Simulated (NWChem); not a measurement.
C$_{3}$H$_{7}$FSi; SMILES C=C[SiH2]CF

```xyz
12

C      0.3066    -2.6685    -0.4162
C      0.1999    -1.6598     0.4576
Si    -0.6189    -0.0256     0.0577
C      0.6741     1.3740     0.0759
F      0.0586     2.5856    -0.1678
H     -0.0957    -2.5981    -1.4334
H      0.7965    -3.6142    -0.1573
H      0.6220    -1.8058     1.4615
H     -1.6688     0.3120     1.0672
H     -1.2401    -0.1024    -1.2991
H      1.1912     1.4215     1.0517
H      1.4491     1.2000    -0.6924
```
Atoms are numbered in this order, from 1.

Results from NWChem. Pople sets run with spherical d functions. Structure relaxed at the PBE0/def2-SVP level. Not confirmed as a minimum by frequencies. Ions are spin-unrestricted doublets at the neutral geometry; other ion states weren't tried.

```json
[
 {"level": "B3LYP/6-31G*", "vertical ionisation energy, ΔSCF (eV)": "9.65", "−ε(HOMO) (eV)": "7.42", "ΔSCF minus −ε(HOMO) (eV)": "2.23"},
 {"level": "PBE/6-31G*", "vertical ionisation energy, ΔSCF (eV)": "9.29", "−ε(HOMO) (eV)": "6.33", "ΔSCF minus −ε(HOMO) (eV)": "2.96"},
 {"level": "Hartree-Fock/6-31G*", "vertical ionisation energy, ΔSCF (eV)": "8.97", "−ε(HOMO) (eV)": "10.38", "ΔSCF minus −ε(HOMO) (eV)": "-1.41"},
 {"level": "LDA (Slater exchange, VWN5)/6-31G*", "vertical ionisation energy, ΔSCF (eV)": "9.44", "−ε(HOMO) (eV)": "6.43", "ΔSCF minus −ε(HOMO) (eV)": "3.01"},
 {"level": "CAM-B3LYP/6-31G*", "vertical ionisation energy, ΔSCF (eV)": "?", "−ε(HOMO) (eV)": "?", "ΔSCF minus −ε(HOMO) (eV)": "?"}
]
```

Question: What belongs in the gaps?

Answer: 
- CAM-B3LYP/6-31G*, vertical ionisation energy, ΔSCF (eV): 9.93
- CAM-B3LYP/6-31G*, −ε(HOMO) (eV): 9.00
- CAM-B3LYP/6-31G*, ΔSCF minus −ε(HOMO) (eV): 0.93
